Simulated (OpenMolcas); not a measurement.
Pt4+ among 5 point charges of -1.5 e arranged as a square pyramid (C4v), 1.92 Å from the ion.
```
   1.9200    0.0000    0.0000  -1.50
   0.0000    1.9200    0.0000  -1.50
  -1.9200    0.0000    0.0000  -1.50
   0.0000   -1.9200    0.0000  -1.50
   0.0000    0.0000    1.9200  -1.50
```

```yaml
Program: OpenMolcas
Method: "SS-CASPT2, IPEA 0.25 Eh, imaginary shift 0.1 Eh (closed shells correlated: 4f 5s 5p)"
Basis: ANO-RCC-VDZP [7s6p4d2f]
Scalar_Hamiltonian: DKH2, point nucleus
Active_space: 6 electrons in 5 orbitals (5d)
State_averaging: 2S+1 = 5 even, 5 roots; 2S+1 = 3 even, 45 roots; 2S+1 = 1 even, 50 roots
Spin-orbit_coupling: state interaction with AMFI integrals over the reference wave functions
```

Question: What is the spin-free ground state?

Answer: A state of multiplicity 5, 2-fold in its orbital part, 100 % from free-ion D terms; it has the highest spin that d6 allows.

Question: Where is the first state of the same spin?

Answer: A 1-fold state lies at 1100 cm-1 above the ground state.

Question: What are the lowest two levels with spin-orbit coupling?

Answer: A 1-fold level, then a 2-fold level 98 cm-1 above it. Their leading multiplicities are 5 (72 %) and 5 (71 %).

Question: What is χT at 300 K?

Answer: 4.19 cm3 K/mol.

Spin-orbit coupling mixes the spin-free states strongly: the lowest level takes only 37 % from its leading state, 2S+1 = 5, which lies 1096 cm-1 above the lowest spin-free state. This shell can be high or low spin here, a state of another spin lies low, and with metal d orbitals alone active their balance is uncertain, so the ground spin may be wrong. Point charges give a weaker field than real ligands, and real ions of this kind are as a rule low spin; the high spin found here belongs to the model. Free-ion shares, where given, are those of the reference states; single-state CASPT2 does not remix them. Point charges carry no covalency, so the field is a model and not that of real ligands. An unlabelled pair can be two single states that coincide in this model. No measured value stands beside these numbers.
